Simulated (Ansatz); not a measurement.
Mulliken charges of AlClH$_{3}$NZn (`[NH2][Zn][AlH][Cl]`) from B3LYP/def2-TZVPP in Ansatz (PBE0-D4/def2-TZVP geometry).

```tsv
atom	x (Å)	y (Å)	z (Å)	charge (e)
N1	-0.001	2.015	-0.914	-0.452
Zn2	0.081	0.374	-0.129	0.101
Al3	0.123	-1.799	1.000	0.512
Cl4	-1.524	-3.084	0.665	-0.277
H5	0.787	2.639	-0.981	0.126
H6	-0.693	2.266	-1.602	0.125
H7	1.228	-2.412	1.960	-0.135
```

Question: By hand: the dipole of these point charges (1 e Å = 4.8032 D).

Answer: Σ q r = (0.341, 0.002, 0.139) e Å, of length 0.368 e Å = 1.77 D.

Question: How does the dipole of the full density compare? (An estimate is asked.)

Answer: Computed: (0.250, 0.311, -0.114) e Å, 1.99 D; the point charges give 0.89 times that, at 63° from its direction.

Point charges leave out the atoms' own dipoles, such as those of lone pairs, and Mulliken's split depends on the basis, so the two needn't agree.

B3LYP here is the variant with VWN-RPA as its local correlation; programs differ in this.
